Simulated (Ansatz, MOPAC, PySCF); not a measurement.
Molecule: SF, charge 0, multiplicity 2. SMILES: F[S]
Structure (B3LYP-D3(BJ)/def2-TZVP (Ansatz, a program for electronic structure) minimum search):
```xyz
2

S      0.0000     0.0000    -0.5793
F      0.0000     0.0000     1.0299
```
Charge 0, spin multiplicity 2.

Unscaled harmonic wavenumbers (cm⁻¹) in rising order, each level at the stationary point that it reaches from this structure (no distance between atoms moves by over 0.3 Å); the order of modes can differ between levels, and a negative number is imaginary. B3LYP-D3(BJ)/def2-TZVP (PySCF, at the structure above): 827.

PM3 (MOPAC): 746. Zero-point energy 1.1 against 1.2 kcal/mol; where all levels lie over 400 cm⁻¹, the wavenumbers are on average 0.903 times those of B3LYP-D3(BJ)/def2-TZVP.

PM7 (MOPAC): 758. Zero-point energy 1.1 against 1.2 kcal/mol; where all levels lie over 400 cm⁻¹, the wavenumbers are on average 0.917 times those of B3LYP-D3(BJ)/def2-TZVP.

B3LYP/6-31G* (Ansatz): 837. Zero-point energy 1.2 against 1.2 kcal/mol; where all levels lie over 400 cm⁻¹, the wavenumbers are on average 1.012 times those of B3LYP-D3(BJ)/def2-TZVP.
